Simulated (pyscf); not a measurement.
## O=W(=O)(OH)–F (SMILES [O]=[W](=[O])([OH])[F]), singlet

Gas-phase minimum from PySCF at ωB97X-D3(BJ)/def2-SVP, one conformer. 

```
W
O 1 1.6941
O 1 1.6944 2 106.86
F 1 1.8683 2 109.68 3 -118.86
O 1 1.8725 2 109.28 3 117.32
H 5 0.9636 1 132.42 2 1.89
```

Properties at ωB97X-D3(BJ)/def2-SVP:

```
Quantity                                                                                                                                                                            Value
---------------------------------------------------------------------------------------------------------------------  ------------------------------------------------------------------
Harmonic wavenumbers, unscaled                                                                                         188, 199, 235, 247, 270, 370, 536, 715, 773, 1045, 1090, 3934 cm⁻¹
Zero-point energy                                                                                                                                                           13.7 kcal/mol
Rotational symmetry number                                                                                                                                                              1
Entropy of this conformer at 298 K and 1 atm, rigid rotor and harmonic oscillator, modes under 100 cm⁻¹ raised to 100                                                     338.2 J/(mol K)
Dipole moment                                                                                                                                                                      3.40 D
```

Single-point totals, which compare only within one level:

```csv
level,total energy (hartree)
ωB97X-D3(BJ)/def2-TZVP,-393.62501
PBE/def2-TZVP,-393.31764
r²SCAN/def2-TZVP,-393.48144
B3LYP-D3(BJ)/def2-TZVP,-393.60603
PBE0-D3(BJ)/def2-TZVP,-393.23048
M06-2X/def2-TZVP,-393.31993
ωB97M-D3(BJ)/def2-TZVP,-393.58637
```

Soft torsions are taken as harmonic, which can shift the entropy by several J/(mol K). Elements past Kr carry the def2 core potentials, without spin-orbit coupling.
